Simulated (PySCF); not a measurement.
Two species compared at the same levels of theory.

First species: C₅H₆S.
InChI=1S/C5H6S/c1-4-5(2)6-3/h1H,2H2,3H3

Second species: C4H11NOSi.
Bonds: C1–C2 (double), C2–C3, C2–O4, O4–Si5, Si5–N6, N6–C7. Hydrogens: H8, H9 on C1; H10, H11, H12 on C3; H13, H14 on Si5; H15 on N6; H16, H17, H18 on C7.

Levels: PBE0/def2-SVPD for dipole moment, HOMO energy, LUMO energy, HOMO–LUMO gap, static isotropic polarisability and electronic spatial extent ⟨r²⟩ about the centre of nuclear charge; TDDFT PBE0/def2-SVPD for lowest singlet excitation; TDA PBE0/def2-SVPD for lowest triplet excitation (Tamm–Dancoff); GFN2-xTB for rotational constant A and rotational constant C. Geometries: GFN2-xTB. All species are isolated and taken at one optimised geometry, non-relativistic unless stated. Electronic properties by PySCF.

The conformers computed, where there is a choice (atom-mapped SMILES and torsion angles):
- `[CH:1]#[C:2][C:3](=[CH2:4])[S:5][CH3:6]`: C2–C3–S5–C6 -1°
- `[CH2:1]=[C:2]([CH3:3])[O:4][SiH2:5][NH:6][CH3:7]`: C1–C2–O4–Si5 -2°, C2–O4–Si5–N6 174°, O4–Si5–N6–C7 176°

Values for the first species:

```
Dipole moment                                                     : 1.47 D
HOMO energy                                                       : -6.22 eV
LUMO energy                                                       : -1.05 eV
HOMO–LUMO gap                                                     : 5.17 eV
Lowest singlet excitation                                         : 4.54 eV
Lowest triplet excitation (Tamm–Dancoff)                          : 2.92 eV
Static isotropic polarisability                                   : 81.8 au
Electronic spatial extent ⟨r²⟩ about the centre of nuclear charge : 732 bohr²
Rotational constant A                                             : 3.735 GHz
Rotational constant C                                             : 1.632 GHz
```

**Question.** Estimate the same properties for the second species, and the change in each.

**Answer.** 
```
                                                         property      first      second  second less first
                                                    dipole moment     1.47 D      0.99 D            -0.48 D
                                                      HOMO energy   -6.22 eV    -6.64 eV           -0.42 eV
                                                      LUMO energy   -1.05 eV     0.41 eV           +1.46 eV
                                                    HOMO–LUMO gap    5.17 eV     7.05 eV           +1.88 eV
                                        lowest singlet excitation    4.54 eV     5.75 eV           +1.21 eV
                         lowest triplet excitation (Tamm–Dancoff)    2.92 eV     4.43 eV           +1.51 eV
                                  static isotropic polarisability    81.8 au     86.6 au            +4.8 au
electronic spatial extent ⟨r²⟩ about the centre of nuclear charge  732 bohr²  1359 bohr²         +627 bohr²
                                            rotational constant A  3.735 GHz   6.091 GHz         +2.356 GHz
                                            rotational constant C  1.632 GHz   0.877 GHz         -0.755 GHz
```

On the first: In wavenumbers S1 is 36600 cm⁻¹ (1 eV = 8065.54 cm⁻¹). No computed singlet falls in the visible range (750 to 380 nm, 1.65 to 3.26 eV); S1 lies 1.28 eV above its blue end.

On the second: The vertical singlet–triplet gap S1 − T1 is 1.32 eV (TDDFT singlet less Tamm–Dancoff triplet). No computed singlet falls in the visible range (750 to 380 nm, 1.65 to 3.26 eV); S1 lies 2.49 eV above its blue end.
